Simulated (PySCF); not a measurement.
# Ionisation energy of I by level of theory

I [Kr] 4d10 5s2 5p5 (2P) → I⁺ [Kr] 4d10 5s2 5p4 (3P), as a difference of total energies. All numbers are calculated (PySCF 2.14, scalar relativity by spin-free X2C-1e, in ANO-RCC-VTZP (7s6p4d2f1g, 68 functions)). Correlated levels: valence and next inner shell: [Ar] 3d10 frozen. The calculations carry no spin-orbit coupling.

| method | ionisation energy (eV) |
| --- | --- |
| UHF | 9.556 |
| MP2 (valence and next inner shell) | 10.428 |
| SCS-MP2 (valence and next inner shell) | 10.388 |
| CCSD (valence and next inner shell) | 10.380 |
| CCSD(T) (valence and next inner shell) | 10.423 |

Q: How much does correlation contribute at CCSD(T) (valence and next inner shell)?

A: 10.423 − (9.556) = 0.867 eV, measured against UHF.

Errors of the correlated levels include the incompleteness of this basis and the frozen core.

For comparison: 10.519 eV (measured; NIST levels, between the centres of gravity of the two terms).
